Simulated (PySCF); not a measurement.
Si(Cl)(Br)(vinyl)(NH2) (C2H5BrClNSi), SMILES C=C[Si](N)(Cl)Br. Atoms are numbered in the order given.

```xyz
11

C     -2.5474    -0.5680    -1.5674
C     -1.7772     0.3421    -0.9556
Si    -0.0019     0.0067    -0.5526
N      0.5709    -1.3715    -1.3976
Cl     1.0585     1.7586    -0.9657
Br     0.2849    -0.4338     1.6239
H     -2.1548    -1.5529    -1.8419
H     -3.5964    -0.3698    -1.8141
H     -2.1991     1.3183    -0.6883
H      1.3418    -1.9037    -1.0050
H      0.6206    -1.3425    -2.4129
```
Charge 0, spin multiplicity 1.

The structure is a stationary point at B3LYP-D3(BJ)/def2-SVP. The values are those of a single conformer.

Two levels are set side by side: PBE/pcSseg-1 (PySCF) and B3LYP/pcSseg-1 (PySCF). GIAO shifts against HCl (³⁵Cl), NH3 (¹⁵N), TMS (²⁹Si), TMS (¹H), TMS (¹³C) at the same level; non-relativistic, no solvent, atoms listed together averaged. Without spin–orbit terms, shifts of atoms bonded to Cl or Br come out too high at both levels. Differences are taken from unrounded values.

```json
[
 {"quantity": "δ(¹³C) of C1 (ppm)", "B3LYP": "147.1", "PBE": "144.9", "PBE minus B3LYP": "-2.3"},
 {"quantity": "δ(¹³C) of C2 (ppm)", "B3LYP": "147.1", "PBE": "145.8", "PBE minus B3LYP": "-1.4"},
 {"quantity": "δ(²⁹Si) of Si3 (ppm)", "B3LYP": "14.9", "PBE": "15.4", "PBE minus B3LYP": "0.5"},
 {"quantity": "δ(¹⁵N) of N4 (ppm)", "B3LYP": "47.5", "PBE": "51.5", "PBE minus B3LYP": "4.0"},
 {"quantity": "δ(³⁵Cl) of Cl5 (ppm)", "B3LYP": "145.4", "PBE": "174.4", "PBE minus B3LYP": "29.0"},
 {"quantity": "δ(¹H) of H9 (ppm)", "B3LYP": "6.41", "PBE": "6.52", "PBE minus B3LYP": "0.11"}
]
```

Rough cost on one machine, each run with all the roots and properties that it gave: B3LYP against PBE within a factor of 2.
